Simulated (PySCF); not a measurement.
C2H5FSi2, SMILES C#C[Si@@H](F)[SiH3]. Heavy atoms are numbered as in [CH:1]#[C:2][Si@@H:3]([F:4])[SiH3:5]. Hydrogens are named by the atom that carries them.

The structure is a stationary point at B3LYP-D3(BJ)/def2-SVP. The structure was generated by enumeration; whether it is a known compound was not checked.

The numbers are results of PBE/pcSseg-1 (PySCF), not measurements.

GIAO shieldings, no solvent; atoms alike by connectivity are averaged. δ = σ(ref) − σ: ¹³C against TMS (σ = 182.0 ppm); ²⁹Si against TMS (σ = 335.4 ppm); ¹⁹F against CFCl3 (σ = 133.6 ppm); ¹H against TMS (σ = 31.49 ppm), references at their B3LYP-D3(BJ)/def2-TZVP geometries, non-relativistic.

Computed chemical shifts:
```csv
nucleus,atoms,count,δ (ppm)
¹³C,C1 (CH),1,108.5
¹³C,C2,1,87.9
²⁹Si,Si3 (SiH),1,-6.4
²⁹Si,Si5 (SiH3),1,-109.8
¹⁹F,F4,1,-243.4
¹H,H on Si3,1,6.10
¹H,H on Si5,3,3.82
¹H,H on C1,1,3.04
```
